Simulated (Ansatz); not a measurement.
Spectroscopic constants of AuO, multiplicity 4 (an upper state: multiplicity 2 came lower at CCSD(T)/def2-TZVPP on PBE0 minima). No spin–orbit coupling. The T1 diagnostic near the minimum is 0.051, so single-reference values are doubtful.

Seven points along R, fitted to fifth degree in 1/R; most abundant isotopes. In def2 and cc sets the state is the lowest found near the PBE0 minimum, followed along R.

Correlated levels freeze the inner cores; with def2 sets outer-core shells near the valence are correlated too.

Programs: Ansatz (Gaussian orbitals).  In def2 rows elements past Kr take small-core potentials, without spin–orbit coupling.

Problem. What bond length and harmonic frequency does PBE0/def2-TZVPP give?

Solution. r_e = 1.925 Å, ω_e = 504 cm⁻¹.

Problem. What bond length and harmonic frequency does wB97X-V/def2-TZVPP give?

Solution. r_e = 1.921 Å, ω_e = 503 cm⁻¹.

Problem. What bond length and harmonic frequency does CCSD(T)/def2-TZVPP give?

Solution. r_e = 1.912 Å, ω_e = 564 cm⁻¹.

Doubts at one or more of the structures used: T1 above 0.05 (CCSD(T)/def2-TZVPP).

Ansatz is an electronic-structure program.
